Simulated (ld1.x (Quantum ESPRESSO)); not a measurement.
# Ranking ultrasoft potentials for Cl (Z = 17)

All share these settings but for the change named:

* Element: Cl (Z = 17)
* Generator: ld1.x (Quantum ESPRESSO) 7.5
* Type: ultrasoft
* Functional: PW91
* Relativity: scalar-relativistic
* Frozen core: [Ne]
* Valence charge: 7
* Reference configuration: 3s2 3p5
* Partial waves: 3s (bound): rcut 0.85, rcutus 1.10 bohr; 3s channel at 3.5 Ry: rcut 0.85, rcutus 1.10 bohr; 3p (bound): rcut 0.75, rcutus 1.05 bohr; 3p channel at 3.15 Ry: rcut 0.75, rcutus 1.05 bohr
* Local potential: all-electron potential smoothed inside 1.00 bohr (lloc = -2)
* Core correction: none
* Augmentation charge: built from norm-conserving waves at rcut, not smoothed further

Cutoff: the first of the cutoffs (Ry, on a coarse ladder) from which the occupation-weighted sum of valence levels, in a spherical-Bessel basis at the reference potential, stays within 10 and 1 mRy of its value at 400 Ry; the density cutoff is not measured.

The base gives 45 Ry.

Of 7 variants that were run, those that failed, showed a ghost or another fault, or gave nearly equal values are left out.

Task: Rank these variants from softest to hardest (loose cutoff).
A. all radii scaled by about 1.09 (s 1.20, p 1.14 bohr, rcut 0.92/0.82); local potential all-electron potential smoothed inside 1.10 bohr (lloc = -2)
B. all radii scaled by about 1.18 (s 1.30, p 1.24 bohr, rcut 1.00/0.88); local potential all-electron potential smoothed inside 1.18 bohr (lloc = -2)
C. all radii scaled by about 1.37 (s 1.50, p 1.44 bohr, rcut 1.16/1.02); local potential all-electron potential smoothed inside 1.36 bohr (lloc = -2)

Result: B (21 Ry), C (25 Ry), A (30 Ry).
